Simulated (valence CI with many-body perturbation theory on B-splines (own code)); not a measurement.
Forbidden lines of Se¹³⁺

Calculated by valence CI with perturbative core correlation (CI+MBPT): three valence electrons over a frozen Dirac-Fock core [Ar], a basis of 7 s, 7 p, 8 d, 6 f, 4 g, 1 h functions for each j, with the one-electron correlation potential Σ1, the two-electron term Σ2, the three-electron term Σ3, Breit, model QED; selected CI, second order for the rest, scaled by the run's own slope (own B-spline code, finite nucleus).

No measured spectrum was set against this ion. As an estimate, terms of the open shell hold to 2 to 4 % of their energy, and close levels can change places. The list stops below the first excitations out of the core. Only levels of the ground parity were solved; by the run's estimate the other parity begins above the list, which can be wrong where configurations are misplaced.

Lines 1 to 50 of 73 in falling wavelength, among levels below 585720 cm⁻¹, chosen from the decays that carry over 1 % of a level's rate. Wavelengths and rates use the calculated energies, so an error of 2000 cm⁻¹ moves a line at 1123 nm by 22 % and its rate by three times that or more. Electric multipoles are in the length gauge, E1 and E2 with the static RPA response of the core. S is in atomic units (e²a₀⁴ for E2 and M2, e²a₀⁶ for E3), for M1 in squared Bohr magnetons. Weak lines are less certain than strong ones. Lines between different terms over intervals too small for the method are left out, as are lines whose strength nearly cancels. The highest levels of a list are the least certain.

Names give the largest LS component (configuration and term), which can be under half, so a name can repeat, a term be missing and a line seem to break the LS rules; names also repeat where a configuration has a term twice. Letters in brackets count levels of one name in rising energy.

```csv
λ vac (nm),Upper,Lower,Type,A (s⁻¹),S (a.u.)
2521,3d3 4F_5/2,3d3 4F_3/2,M1,2.66e+00,9.47e+00
2140,3d3 4F_7/2,3d3 4F_5/2,M1,4.36e+00,1.27e+01
2020,3d3 4F_9/2,3d3 4F_7/2,M1,3.22e+00,9.83e+00
1478,3d3 4P_5/2,3d3 4P_3/2,M1,4.08e+00,2.93e+00
1123,3d3 2D_3/2 [a],3d3 4P_5/2,M1,1.88e+00,3.96e-01
985.5,3d3 2D_5/2 [a],3d3 2D_3/2 [a],M1,7.61e+00,1.62e+00
881.6,3d3 2P_3/2,3d3 2P_1/2,M1,8.74e+00,8.88e-01
701.9,3d3 2P_3/2,3d3 2D_3/2 [a],M1,2.42e+01,1.24e+00
657.4,3d3 2H_9/2,3d3 2G_9/2,M1,1.85e+01,1.95e+00
657.2,3d3 2D_3/2 [a],3d3 4P_1/2,M1,7.82e+00,3.29e-01
638.2,3d3 2D_3/2 [a],3d3 4P_3/2,M1,2.25e+01,8.67e-01
635.9,3d3 2H_11/2,3d3 2G_9/2,M1,1.14e+01,1.31e+00
555.9,3d3 2H_9/2,3d3 2G_7/2,M1,1.69e+01,1.07e+00
551.9,3d3 2P_1/2,3d3 4P_1/2,M1,3.68e+01,4.59e-01
524.9,3d3 2D_5/2 [a],3d3 4P_5/2,M1,4.93e+00,1.59e-01
432.0,3d3 2P_3/2,3d3 4P_5/2,M1,2.22e+01,2.65e-01
339.4,3d3 2P_3/2,3d3 4P_1/2,M1,1.62e+00,9.42e-03
335.0,3d3 2G_7/2,3d3 4F_9/2,M1,5.68e-01,6.34e-03
323.4,3d3 2F_5/2,3d3 2D_5/2 [a],M1,1.66e+00,1.25e-02
318.0,3d3 4P_5/2,3d3 4F_9/2,E2,7.74e-02,1.35e-01
306.5,3d3 2G_9/2,3d3 4F_9/2,M1,3.87e+01,4.13e-01
291.5,3d3 4P_3/2,3d3 4F_5/2,M1,3.41e+00,1.25e-02
287.7,3d3 4P_1/2,3d3 4F_5/2,E2,6.43e-02,2.26e-02
287.4,3d3 2G_7/2,3d3 4F_7/2,M1,2.03e+01,1.43e-01
274.7,3d3 4P_5/2,3d3 4F_7/2,M1,1.19e+00,5.51e-03
266.1,3d3 2G_9/2,3d3 4F_7/2,M1,2.01e+01,1.41e-01
261.3,3d3 4P_3/2,3d3 4F_3/2,M1,6.13e+00,1.62e-02
258.2,3d3 4P_1/2,3d3 4F_3/2,M1,4.67e-01,5.96e-04
258.2,3d3 4P_1/2,3d3 4F_3/2,E2,1.80e-01,3.69e-02
253.3,3d3 2G_7/2,3d3 4F_5/2,M1,2.54e+01,1.22e-01
243.5,3d3 2F_5/2,3d3 2D_3/2 [a],M1,5.86e-01,1.88e-03
243.5,3d3 4P_5/2,3d3 4F_5/2,M1,7.32e-01,2.35e-03
212.5,3d3 2F_7/2,3d3 2G_9/2,M1,5.24e+00,1.49e-02
209.0,3d3 2H_9/2,3d3 4F_9/2,M1,6.78e+00,2.30e-02
206.8,3d3 2H_11/2,3d3 4F_9/2,M1,1.06e+00,4.18e-03
204.5,3d3 2D_5/2 [b],3d3 2F_5/2,M1,4.99e+01,9.49e-02
200.6,3d3 2F_7/2,3d3 2G_7/2,M1,1.99e+01,4.76e-02
200.1,3d3 2F_5/2,3d3 4P_5/2,M1,2.49e+00,4.44e-03
200.1,3d3 2D_3/2 [a],3d3 4F_5/2,M1,5.97e+01,7.09e-02
198.0,3d3 2D_3/2 [b],3d3 2F_5/2,M1,3.38e+01,3.89e-02
197.5,3d3 2D_5/2 [b],3d3 2F_7/2,M1,3.10e+01,5.32e-02
193.9,3d3 2F_5/2,3d3 2G_7/2,M1,1.25e+01,2.03e-02
189.4,3d3 2H_9/2,3d3 4F_7/2,M1,4.86e+00,1.22e-02
185.4,3d3 2D_3/2 [a],3d3 4F_3/2,M1,3.82e+01,3.61e-02
180.3,3d3 2D_5/2 [a],3d3 4F_7/2,M1,7.67e+01,1.00e-01
176.2,3d3 2F_5/2,3d3 4P_3/2,M1,9.53e-01,1.16e-03
175.9,3d3 2P_1/2,3d3 4F_3/2,M1,9.64e-01,3.89e-04
166.3,3d3 2D_5/2 [a],3d3 4F_5/2,M1,1.14e+01,1.17e-02
156.0,3d3 2D_5/2 [a],3d3 4F_3/2,M1,2.71e+00,2.29e-03
155.7,3d3 2P_3/2,3d3 4F_5/2,M1,3.97e+01,2.22e-02
```
